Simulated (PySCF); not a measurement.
## Ionisation energy of S²⁺ by level of theory

S²⁺ [Ne] 3s2 3p2 (3P) → S³⁺ [Ne] 3s2 3p1 (2P), as a difference of total energies. All numbers are calculated (PySCF 2.14, the non-relativistic Hamiltonian (point nucleus), in def2-TZVPPD (6s6p4d1f, 51 functions)). Correlated levels: valence: [Ne] frozen; valence and next inner shell: 1s2 frozen. The calculations carry no spin-orbit coupling.

```
                                method  ionisation energy (eV)
                                   UHF                  34.159
                                   LDA                  34.886
                                   PBE                  34.843
                                  PBE0                  34.881
                                r2SCAN                  35.031
                               wB97X-V                  34.661
                               LC-wPBE                  35.027
                             BHandHLYP                  34.711
                                 TPSSh                  34.918
                         MP2 (valence)                  34.635
                     SCS-MP2 (valence)                  34.539
    MP2 (valence and next inner shell)                  34.656
SCS-MP2 (valence and next inner shell)                  34.555
```

**Question.** How much does correlation contribute at MP2 (valence and next inner shell)?

**Answer.** 34.656 − (34.159) = 0.497 eV, measured against UHF.

A first-order spin-orbit estimate (lowest level to lowest level, LS coupling) adds -0.009 eV.

Errors of the correlated levels include the incompleteness of this basis and the frozen core.

For comparison: 34.86 ± 0.04 eV (semi-empirical (NIST evaluation); NIST Atomic Spectra Database, ionization energies).
